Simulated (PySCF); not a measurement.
Polarisability and C₆ of C (carbon, neutral)

[He] 2s1 2p3, high-spin 5S determinant (an excited configuration). Calculation: PySCF 2.14, in aug-cc-pVQZ; the non-relativistic Hamiltonian (point nucleus). Coupled (time-dependent) response in atomic units; α is the mean over directions.

```json
{"method": "wB97M-V", "mean α (bohr³)": "10.96", "C₆ (like pair)": "40.81", "S(−4)": "72.47"}
```

S(−4) is the Cauchy moment in α(ω) = α(0) + S(−4) ω² + …

α(iu) at wB97M-V:

```csv
u (hartree),α(iu) (bohr³)
0,10.96
0.0500,10.79
0.100,10.30
0.200,8.837
0.300,7.294
0.500,4.927
0.750,3.189
1.00,2.204
1.50,1.217
2.00,0.7665
3.00,0.3834
5.00,0.1538
```

A single London oscillator, α(iu) = α/(1 + u²/ω²), gives C₆ = (3/4) ω α². Matching the computed C₆ needs ω = 4 × 40.81 / (3 × 10.96²) = 0.453 hartree.
